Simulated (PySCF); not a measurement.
C₃H₈N, SMILES [N](CC)C, multiplicity 2. Atoms are numbered in the order given.

```xyz
12

C      0.1571     1.8834     0.0000
C     -0.4604     0.4895     0.0000
N      0.5441    -0.5430     0.0000
C     -0.0209    -1.8636     0.0000
H     -0.6223     2.6614     0.0000
H      0.7904     2.0219    -0.8895
H      0.7904     2.0219     0.8895
H     -1.1280     0.3608    -0.8811
H     -1.1280     0.3608     0.8811
H      0.7719    -2.6263     0.0000
H     -0.6687    -2.0279     0.8871
H     -0.6687    -2.0279    -0.8871
```
Charge 0, spin multiplicity 2.

Geometry: TPSSh-D3(BJ)/def2-SVP. The isomer is the one that the SMILES or the coordinates give; other isomers of the formula were not compared. One conformer was computed; it need not be the lowest.

Computed with PySCF with PBE/pcH-1.

Unrestricted Kohn–Sham, ⟨S²⟩ = 0.753. Hyperfine tensors hold the contact and dipolar terms, without spin-orbit corrections.

Computed hyperfine couplings:
```csv
nucleus,A(iso) (MHz),A(iso) (G),dipolar principal values (MHz)
13C no. 1,-2.6,-0.9,"-0.9, -0.8, 1.7"
13C no. 2,-29.6,-10.6,"-3.4, -0.4, 3.8"
14N no. 3,24.7,8.8,"-42.1, -41.1, 83.2"
13C no. 4,-30.3,-10.8,"-3.5, -0.6, 4.1"
1H no. 5,-2.8,-1.0,"-1.8, -1.6, 3.4"
1H no. 6,-1.0,-0.4,"-3.2, -2.9, 6.1"
1H no. 7,-1.0,-0.4,"-3.2, -2.9, 6.1"
1H no. 8,118.0,42.1,"-5.8, -3.7, 9.5"
1H no. 9,118.0,42.1,"-5.8, -3.7, 9.5"
1H no. 10,-0.6,-0.2,"-5.3, -4.7, 10.0"
1H no. 11,119.0,42.5,"-5.6, -3.8, 9.4"
1H no. 12,119.0,42.5,"-5.6, -3.8, 9.4"
```
